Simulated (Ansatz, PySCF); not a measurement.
This PySCF input computes a CCSD(T)/cc-pVDZ energy:

```python
from pyscf import gto, scf, mp, cc as ccmod

mol = gto.M(
    atom='''
    C    -2.35417190    0.07608942   -0.07374204
    C    -1.13845496    0.18525793    0.47864528
    C     0.10161686   -0.69758492    0.18502119
    C     1.30038884    0.05204366   -0.18558989
    N     2.22369139    0.68716770   -0.46635726
    H    -2.33933676   -0.74094104   -0.83540601
    H    -0.91162219    0.93051683    1.25082103
    H    -0.14448421   -1.38124696   -0.63127198
    H     0.37333025   -1.31333932    1.05435056
    ''',
    basis='cc-pvdz',
    charge=-1,
    spin=0,
    verbose=4,
)

mf = scf.RHF(mol)
mf.conv_tol = 1e-10
mf.max_cycle = 100
mf.kernel()
mp2 = mp.MP2(mf, frozen=5).run()
cc = ccmod.CCSD(mf, frozen=5)
cc.max_cycle = 100
cc.kernel()
et = cc.ccsd_t()
print(f'E(CCSD(T)) = {cc.e_tot + et:.9f}')
```

Question: Write an input for the same energy in Ansatz (a first-principles code) and say what it gives.

Answer: 
Ansatz 0.2 input:
```yaml
crystal:
  periodic: [false, false, false]
  atoms:
    - {symbol: C, position_ang: [-2.35417190, 0.07608942, -0.07374204]}
    - {symbol: C, position_ang: [-1.13845496, 0.18525793, 0.47864528]}
    - {symbol: C, position_ang: [0.10161686, -0.69758492, 0.18502119]}
    - {symbol: C, position_ang: [1.30038884, 0.05204366, -0.18558989]}
    - {symbol: N, position_ang: [2.22369139, 0.68716770, -0.46635726]}
    - {symbol: H, position_ang: [-2.33933676, -0.74094104, -0.83540601]}
    - {symbol: H, position_ang: [-0.91162219, 0.93051683, 1.25082103]}
    - {symbol: H, position_ang: [-0.14448421, -1.38124696, -0.63127198]}
    - {symbol: H, position_ang: [0.37333025, -1.31333932, 1.05435056]}
basis:
  gaussian:
    orbitals: cc-pVDZ
total_charge: -1
magnetization: {spin_polarized: false}
correlation: {method: ccsd_t, electrons: outside_noble_gas}
```
It gives -208.90768 Eh, and PySCF -208.90769 Eh, a difference of 0.01 mEh.

It need not be the lowest isomer of its formula. Whether it binds its extra electron was not tested at this geometry.
